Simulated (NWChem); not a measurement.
Species: C4H5F; SMILES C=C/C=C/F

```xyz
10

C     -0.2684     2.4519     0.0000
C      0.3782     1.2771     0.0000
C     -0.2761    -0.0217     0.0000
C      0.4035    -1.1716     0.0000
F     -0.2144    -2.3664     0.0000
H     -1.3546     2.5060     0.0000
H      0.2677     3.3958     0.0000
H      1.4685     1.2719     0.0000
H     -1.3634    -0.0588     0.0000
H      1.4862    -1.2654     0.0000
```
Atoms are numbered in this order, from 1.

Level: B3LYP/6-31G* (spherical d) (NWChem), optimised geometry, unscaled harmonic frequencies. 

Problem. List the harmonic frequencies with IR intensities, and the thermochemistry.

Solution. 
```tsv
frequency (cm⁻¹)	IR intensity (km/mol)
161	0.2
205	2.1
298	0.3
467	0.8
511	15.0
676	6.9
854	1.6
920	32.8
950	28.0
971	0.8
1041	31.9
1169	166.1
1214	18.1
1275	2.3
1336	0.9
1357	1.9
1478	7.7
1692	7.8
1746	99.6
3153	12.4
3168	3.6
3192	8.6
3212	14.5
3252	15.1
```

The zero-point energy is 49.0 kcal/mol and the thermal correction to the enthalpy at 298.15 K (with zero-point energy) comes out as 52.9 kcal/mol. The heat capacity Cv is 18.0 cal/(mol K) and the entropy at 298.15 K and 1 atm (symmetry number 1) comes out as 72.4 cal/(mol K). The dipole moment is 1.09 D.

Rigid rotor and harmonic oscillator.
